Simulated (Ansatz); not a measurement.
Harmonic vibrations of ClH₂PSSi, SMILES `Cl[SiH]1PS1` by finite differences.

```yaml
crystal:
  periodic: [false, false, false]
  atoms:
    - {symbol: Cl, position_ang: [-1.703547, 0.977335, -1.052595]}
    - {symbol: Si, position_ang: [0.104189, 0.111690, -0.680308]}
    - {symbol: P, position_ang: [0.873056, -0.060798, 1.373380]}
    - {symbol: S, position_ang: [0.157041, -1.775515, 0.200002]}
    - {symbol: H, position_ang: [0.998371, 0.376213, -1.819985]}
    - {symbol: H, position_ang: [-0.386910, 0.306975, 1.933305]}
basis:
  gaussian: {orbitals: def2-TZVP}
hamiltonian: {xc: pbe0, dispersion: d4}
phonons: {temperatures: {t_min: 298.15, t_max: 900, t_step: 200}}
```

```sh
$ ansatz run in.yaml --threads 2 --pin off --events-out ev --progress --plain --max-ram 4352MiB
```

Shortened log:

```
Functional definition: PBE0
mean field -40545.77706360 eV, -1490.0298241725 hartree, gradient 7.1e-5 eV, S^2 0.000000; 0 other end points of the search recorded, 0 dependent functions left out
mean field -40545.77697519 eV, -1490.0298209234 hartree, gradient 2.9e-6 eV, S^2 0.000000; 0 other end points of the search recorded, 0 dependent functions left out
mean field -40545.77705769 eV, -1490.0298239555 hartree, gradient 1.3e-6 eV, S^2 0.000000; 0 other end points of the search recorded, 0 dependent functions left out
mean field -40545.77707986 eV, -1490.0298247702 hartree, gradient 2.4e-6 eV, S^2 0.000000; 0 other end points of the search recorded, 0 dependent functions left out
mean field -40545.77702126 eV, -1490.0298226166 hartree, gradient 2.1e-6 eV, S^2 0.000000; 0 other end points of the search recorded, 0 dependent functions left out
mean field -40545.77702206 eV, -1490.0298226461 hartree, gradient 2.0e-6 eV, S^2 0.000000; 0 other end points of the search recorded, 0 dependent functions left out
mean field -40545.77709346 eV, -1490.0298252699 hartree, gradient 1.8e-6 eV, S^2 0.000000; 0 other end points of the search recorded, 0 dependent functions left out
mean field -40545.77698244 eV, -1490.0298211898 hartree, gradient 2.8e-6 eV, S^2 0.000000; 0 other end points of the search recorded, 0 dependent functions left out
mean field -40545.77698245 eV, -1490.0298211902 hartree, gradient 2.6e-6 eV, S^2 0.000000; 0 other end points of the search recorded, 0 dependent functions left out
mean field -40545.77701102 eV, -1490.0298222402 hartree, gradient 1.0e-6 eV, S^2 0.000000; 0 other end points of the search recorded, 0 dependent functions left out
mean field -40545.77699539 eV, -1490.0298216660 hartree, gradient 7.5e-7 eV, S^2 0.000000; 0 other end points of the search recorded, 0 dependent functions left out
mean field -40545.77696344 eV, -1490.0298204918 hartree, gradient 2.9e-6 eV, S^2 0.000000; 0 other end points of the search recorded, 0 dependent functions left out
mean field -40545.77697650 eV, -1490.0298209716 hartree, gradient 2.8e-6 eV, S^2 0.000000; 0 other end points of the search recorded, 0 dependent functions left out
mean field -40545.77701825 eV, -1490.0298225060 hartree, gradient 2.4e-6 eV, S^2 0.000000; 0 other end points of the search recorded, 0 dependent functions left out
mean field -40545.77697396 eV, -1490.0298208783 hartree, gradient 2.0e-6 eV, S^2 0.000000; 0 other end points of the search recorded, 0 dependent functions left out
mean field -40545.77702766 eV, -1490.0298228519 hartree, gradient 2.0e-6 eV, S^2 0.000000; 0 other end points of the search recorded, 0 dependent functions left out
mean field -40545.77704257 eV, -1490.0298233996 hartree, gradient 1.9e-6 eV, S^2 0.000000; 0 other end points of the search recorded, 0 dependent functions left out
mean field -40545.77703089 eV, -1490.0298229703 hartree, gradient 2.1e-6 eV, S^2 0.000000; 0 other end points of the search recorded, 0 dependent functions left out
mean field -40545.77698154 eV, -1490.0298211568 hartree, gradient 2.1e-6 eV, S^2 0.000000; 0 other end points of the search recorded, 0 dependent functions left out
mean field -40545.77706600 eV, -1490.0298242606 hartree, gradient 1.4e-6 eV, S^2 0.000000; 0 other end points of the search recorded, 0 dependent functions left out
mean field -40545.77704302 eV, -1490.0298234163 hartree, gradient 1.6e-6 eV, S^2 0.000000; 0 other end points of the search recorded, 0 dependent functions left out
mean field -40545.77696228 eV, -1490.0298204489 hartree, gradient 1.7e-6 eV, S^2 0.000000; 0 other end points of the search recorded, 0 dependent functions left out
mean field -40545.77703022 eV, -1490.0298229460 hartree, gradient 2.2e-6 eV, S^2 0.000000; 0 other end points of the search recorded, 0 dependent functions left out
mean field -40545.77705018 eV, -1490.0298236795 hartree, gradient 1.3e-6 eV, S^2 0.000000; 0 other end points of the search recorded, 0 dependent functions left out
mean field -40545.77702904 eV, -1490.0298229024 hartree, gradient 1.6e-6 eV, S^2 0.000000; 0 other end points of the search recorded, 0 dependent functions left out
mean field -40545.77704262 eV, -1490.0298234015 hartree, gradient 1.9e-6 eV, S^2 0.000000; 0 other end points of the search recorded, 0 dependent functions left out
mean field -40545.77703308 eV, -1490.0298230508 hartree, gradient 1.5e-6 eV, S^2 0.000000; 0 other end points of the search recorded, 0 dependent functions left out
mean field -40545.77705943 eV, -1490.0298240194 hartree, gradient 2.2e-6 eV, S^2 0.000000; 0 other end points of the search recorded, 0 dependent functions left out
mean field -40545.77705444 eV, -1490.0298238361 hartree, gradient 1.8e-6 eV, S^2 0.000000; 0 other end points of the search recorded, 0 dependent functions left out
mean field -40545.77702094 eV, -1490.0298226048 hartree, gradient 1.8e-6 eV, S^2 0.000000; 0 other end points of the search recorded, 0 dependent functions left out
mean field -40545.77703186 eV, -1490.0298230063 hartree, gradient 2.3e-6 eV, S^2 0.000000; 0 other end points of the search recorded, 0 dependent functions left out
mean field -40545.77701600 eV, -1490.0298224231 hartree, gradient 8.9e-7 eV, S^2 0.000000; 0 other end points of the search recorded, 0 dependent functions left out
mean field -40545.77701028 eV, -1490.0298222131 hartree, gradient 9.9e-7 eV, S^2 0.000000; 0 other end points of the search recorded, 0 dependent functions left out
mean field -40545.77705610 eV, -1490.0298238970 hartree, gradient 2.6e-6 eV, S^2 0.000000; 0 other end points of the search recorded, 0 dependent functions left out
mean field -40545.77705243 eV, -1490.0298237621 hartree, gradient 2.5e-6 eV, S^2 0.000000; 0 other end points of the search recorded, 0 dependent functions left out
mean field -40545.77706143 eV, -1490.0298240929 hartree, gradient 2.6e-6 eV, S^2 0.000000; 0 other end points of the search recorded, 0 dependent functions left out
mean field -40545.77703655 eV, -1490.0298231784 hartree, gradient 2.2e-6 eV, S^2 0.000000; 0 other end points of the search recorded, 0 dependent functions left out
Total energy: -40545.97606411 eV, -1490.0371373064 hartree
Atom 0 at    -1.703547     0.977335    -1.052595 Å, force     0.000663    -0.001549    -0.000646 eV/Å
Atom 1 at     0.104189     0.111690    -0.680308 Å, force    -0.002076     0.002583     0.000456 eV/Å
Atom 2 at     0.873056    -0.060798     1.373380 Å, force     0.000674    -0.000796    -0.002115 eV/Å
Atom 3 at     0.157041    -1.775515     0.200002 Å, force    -0.000553    -0.000724     0.000254 eV/Å
Atom 4 at     0.998371     0.376213    -1.819985 Å, force     0.001203    -0.000053     0.000698 eV/Å
Atom 5 at    -0.386910     0.306975     1.933305 Å, force     0.000089     0.000539     0.001353 eV/Å
Dipole moment:     0.061410     0.188291    -0.040403 e Å
Vibrations: 149.35 181.64 392.59 453.73 510.43 590.09 652.80 691.70 804.04 816.21 2288.21 2356.44 cm⁻¹, zero-point energy 0.612929 eV
```

Run time 84 s (2 threads of an Arm Neoverse V2 on a shared host); peak host memory 0.41 GiB.
